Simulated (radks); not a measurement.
Problem. All-electron atom: Rh24+ in [Ar] 3d3. All-electron calculation, Dirac Kohn-Sham, PBE, spin-unpolarised, spherical densities, point nucleus; open shells are shared between the two j in proportion to 2j + 1. Program: a radial shooting solver on a logarithmic mesh with Libxc functionals. Some entries of the table are withheld. Estimate them.

orbital  occ.  eigenvalue (Ry)  <1/r> (bohr^-1)  r(max) (bohr)
1s1/2       2        -1765.213            47.05        0.02117
2s1/2       2        -317.0806            10.85         0.1196
2p1/2       2              (1)              (2)        0.09276
2p3/2       4              (3)              (4)        0.09679
3s1/2       2        -105.3908              (5)         0.3365
3p1/2       2              (6)            4.011            (7)
3p3/2       4              (8)            3.867            (9)
3d3/2     1.2        -85.68863            3.737         0.2652
3d5/2     1.8        -85.19687            3.700         0.2675

Solution. 
(1) 2p1/2 eigenvalue (Ry): -299.3410
(2) 2p1/2 <1/r> (bohr^-1): 10.81
(3) 2p3/2 eigenvalue (Ry): -288.6140
(4) 2p3/2 <1/r> (bohr^-1): 10.22
(5) 3s1/2 <1/r> (bohr^-1): 4.083
(6) 3p1/2 eigenvalue (Ry): -98.74221
(7) 3p1/2 r(max) (bohr): 0.3208
(8) 3p3/2 eigenvalue (Ry): -96.48562
(9) 3p3/2 r(max) (bohr): 0.3290
